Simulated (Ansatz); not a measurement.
C₃H₁₀AlN, SMILES `C[CH2][AlH][CH2]N`. Total charge 0; spin multiplicity 1.

```xyz
15

C    -1.852    0.548   -0.207
C    -0.690    1.540   -0.220
Al    1.121    0.868    0.122
C     1.591   -1.037    0.288
N     0.572   -1.964   -0.200
H    -1.716   -0.239   -0.953
H    -2.812    1.032   -0.415
H    -1.952    0.057    0.766
H    -0.649    2.056   -1.191
H    -0.871    2.351    0.499
H     2.305    1.924    0.296
H     1.941   -1.237    1.318
H     2.493   -1.152   -0.330
H     0.834   -2.929   -0.035
H    -0.315   -1.818    0.261
```

Question: What are the harmonic wavenumbers in cm⁻¹ at PBE0-D4/def2-TZVP (Ansatz, finite differences of forces, unscaled)? (Estimate.)

Answer: Computed: 63, 72, 113, 168, 222, 247, 374, 389, 521, 534, 566, 671, 724, 838, 927, 965, 1043, 1081, 1092, 1225, 1229, 1253, 1317, 1406, 1431, 1466, 1498, 1503, 1667, 1886, 2926, 3008, 3017, 3031, 3041, 3088, 3113, 3519, 3609.

Question: Is this a minimum?

Answer: Yes, all 39 modes are real.

Question: Give the ideal-gas thermochemistry at 298.15 K and 1 bar (rigid rotor, harmonic oscillator; point group C1, symmetry number 1).

Answer: Zero-point energy 328.0 kJ/mol; H(298) − E = 353.0 kJ/mol; entropy 374.5 J/(mol·K), of which translation 164.6, rotation 113.4, vibration 96.5; G(298) − E = 241.4 kJ/mol. Modes under 100 cm⁻¹ are hindered rotations or soft bends, so the harmonic entropy is rough.

Question: And at 400, 500, 600, 800 and 1000 K?

Answer: 
| T (K) | H − E (kJ/mol) | S (J/mol/K) | G − E (kJ/mol) |
| --- | --- | --- | --- |
| 400 | 367.7 | 416.7 | 201.0 |
| 500 | 384.9 | 454.9 | 157.4 |
| 600 | 404.3 | 490.2 | 110.1 |
| 800 | 448.6 | 553.8 | 5.6 |
| 1000 | 498.7 | 609.5 | -110.8 |

Question: Rotational constants (cm⁻¹)?

Answer: 0.1596, 0.08559, 0.05795.
